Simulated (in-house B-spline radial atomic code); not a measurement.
**Ar VI (Ar5+): [He] 2s2 2p5 3s2 3p1 4s1 (an excited or competing configuration)**

All numbers are computed (non-relativistic PBE0, spin-polarised, spherical fractional occupations, exact exchange averaged over the configuration; point nucleus) with a radial B-spline atomic code at the basis-set limit, not measured.

Effective charges: Z_r = [3n² - l(l+1)]/(2<r>) from the radius, Z_e = n√(-2ε) from the energy, and Slater's rules. Values are occupation-weighted means over spin.

```csv
shell,electrons,ε (eV),<r> (bohr),Z_r,Z_e,Slater
1s,2,-3287.6,0.0861,17.42,15.54,17.70
2s,2,-431.34,0.4049,14.82,11.26,14.20
2p,5,-368.59,0.3632,13.77,10.41,14.20
3s,2,-112.66,1.156,11.68,8.63,9.35
3p,1,-97.723,1.189,10.52,8.04,9.35
4s,1,-47.747,2.483,9.66,7.49,6.45
```

The least bound orbital is 4s up at -47.75 eV, and it is also the most diffuse (<r> = 2.483 bohr). The part-filled 2p shell lies below the filled 3s shell in orbital energy.
